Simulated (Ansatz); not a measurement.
def2 core potentials replace the inner electrons of Sb.

Z-matrix (Å, degrees):
```
C
H 1 1.1034
C 1 1.5325 2 110.37
H 3 1.0995 1 112.61 2 -45.55
H 3 1.1057 4 107.16 1 121.08
C 1 1.5326 2 110.35 3 113.58
H 6 1.0996 1 112.63 2 45.47
H 6 1.1057 7 107.16 1 -121.09
C 3 1.5472 4 113.64 5 121.33
H 9 1.1009 3 111.79 4 -89.95
H 9 1.1010 10 106.67 3 -120.12
C 6 1.5473 7 113.61 8 -121.31
H 12 1.1009 6 111.78 7 90.05
H 12 1.1010 13 106.67 6 120.12
Sb 1 2.1611 2 102.90 6 123.23
O 15 2.0103 1 89.79 2 -49.19
H 16 0.9676 15 110.76 1 -168.93
O 15 2.0104 16 99.72 17 101.32
H 18 0.9676 15 110.75 16 -101.49
```
Charge 0, spin multiplicity 1.

Method: frozen-core CCSD(T)/def2-TZVPP // B3LYP-D3(BJ)/def2-SVP (Ansatz, a quantum-chemistry and plane-wave program).

The HF energy comes out as -584.89038 Ha. The MP2 correlation energy comes out as -1.70140 Ha.

**Question.** Estimate the CCSD correlation energy, the (T) correction, the total energy and the T1 diagnostic.

**Answer.** 
| Item | Value |
|---|---|
| CCSD correlation energy | -1.73387 Ha |
| (T) correction | -0.07013 Ha |
| CCSD(T) total energy | -586.69437 Ha |
| T1 diagnostic | 0.013 |
